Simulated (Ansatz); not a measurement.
Job for Ansatz (a quantum-chemistry and plane-wave program): R-CCSD(T)/cc-pV(D+d)Z on Cl2H2Si (SMILES Cl[SiH2]Cl). Files ending in .json are basis or fitting sets from the Basis Set Exchange.

Ansatz 0.2 input:
```yaml
crystal:
  periodic: [false, false, false]
  atoms:
    - {symbol: Cl, position_ang: [-1.67606876, 0.43374004, -0.00367205]}
    - {symbol: Si, position_ang: [-0.01146751, -0.76596349, 0.02370896]}
    - {symbol: Cl, position_ang: [1.68829371, 0.38281595, -0.02160291]}
    - {symbol: H, position_ang: [-0.01654524, -1.54120689, 1.27268693]}
    - {symbol: H, position_ang: [-0.03073375, -1.61675610, -1.17493812]}
basis:
  gaussian:
    orbitals: cc-pV_D+d_Z.json
magnetization: {spin_polarized: false}
correlation: {method: ccsd_t, electrons: outside_noble_gas}
accuracy: high
relax: {f_tol: 0.0005, max_steps: 60}
scf: {lower_state_search: off}
output: {forces: true}
```

Question: Give the final energy of this run.

Answer: -1209.6355 hartree (reference determinant -1209.2128, T1 diagnostic 0.009).

Question: How many basis functions does it have, and what does it roughly cost on one machine?

Answer: 79 functions; about 3 core-minutes (a rough figure).
